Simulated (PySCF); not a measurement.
**Si2BH8N**

The system: Si2BH8N, a small molecule; neutral, singlet. The structure, one conformer, was relaxed in the gas phase by PBE0-D3(BJ)/def2-SVP. No frequency run checks that it is a minimum.

SMILES: BN([SiH3])[SiH3]

Coordinates in Å:
```
Si1    -0.280   -0.934    1.323
N2     -0.204   -0.054   -0.216
Si3     1.026    1.205   -0.433
B4     -1.111   -0.357   -1.258
H5      1.013   -1.647    1.557
H6     -1.406   -1.904    1.275
H7     -0.473    0.040    2.440
H8      0.844    2.263    0.607
H9      2.384    0.610   -0.247
H10     0.895    1.787   -1.795
H11    -1.044    0.249   -2.305
H12    -1.948   -1.220   -1.103
```

Shieldings: GIAO PBE0/pcSseg-2. Shifts are against computed references at the same level: H TMS (σ 31.24 ppm), Si TMS (σ 341.3 ppm). Core levels by delta-SCF with SCAN, pcX-2 on the ionised atom and pcseg-1 elsewhere, spin-free X2C (2p3/2 is the spin-free 2p value less a third of a first-order spin-orbit splitting); from the vacuum level, for chosen atoms.

**Question.** Give the NMR and core-level values of the distinct atoms.

**Answer.** 
```
    atoms   bonded to  σ (ppm)  δ (ppm)  core level (eV)
  Si1 Si3   1 N + 3 H    374.4    -33.1     2p3/2 107.35
       N2  1 B + 2 Si    136.5        -        1s 404.45
       B4   1 N + 2 H     46.9        -                -
 H5 H6 H7        1 Si    26.30     4.95                -
H8 H9 H10        1 Si    26.30     4.95                -
  H11 H12         1 B    25.77     5.47                -
```

Values are those of this one static structure, with the three H of a rotating XH3 group averaged; atoms that internal rotation interchanges would show their mean in an NMR spectrum.

Core levels of B4 are left out, their hole states being strongly spin-contaminated.

**Question.** By CAM-B3LYP/def2-SVPD (TDDFT singlets, Tamm-Dancoff triplets, ionisation by delta-SCF), where does absorption start, and what does vertical ionisation take?

**Answer.** The first singlet with intensity lies at 7.40 eV (f 0.187); what lies below it is dark. The lowest singlet lies at 6.48 eV (f 0.000), the strongest of the first 6 at 7.40 eV (f 0.187), the lowest triplet at 5.88 eV; vertical ionisation takes 10.48 eV.
